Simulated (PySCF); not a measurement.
# Working with the constants of TeSe⁺

r²SCAN constants of TeSe⁺, ²Π (doublet), unpaired electrons π ↑ (Te def2-SVP with ECP28, Se def2-SVP; scalar-relativistic core potentials (PySCF 2.14); masses 129.9062 and 79.9165 u):

```
ωe             : 356.1 cm⁻¹
ωexe           : 0.683 cm⁻¹
Be             : 0.063852 cm⁻¹
αe             : 0.000158 cm⁻¹
De to Te⁺ + Se : 3.35 eV
```

Q: What force constant and bond length do these constants imply?

A: Reduced mass μred = 49.478 u; k = 5.8918×10⁻⁷·μred·ωe² (u, cm⁻¹, mdyn/Å) = 3.70 mdyn/Å; Re = √(16.8576/(μred·Be)) (u, cm⁻¹, Å) = 2.310 Å.

Q: Estimate the centrifugal constant D from the Kratzer relation and find the Dunham coefficient a1.

A: D = 4Be³/ωe² = 8.21e-09 cm⁻¹; a1 = −1 − αeωe/(6Be²) = -3.30.

Spin–orbit coupling is left out, which matters for elements this heavy, above all for dissociation energies. For an ion De counts to the pair picked by the measured ionisation energies or electron affinities, which need not be the lowest pair at this level. The state is the lowest determinant that a PBE0 search found; another state may lie lower at other levels.
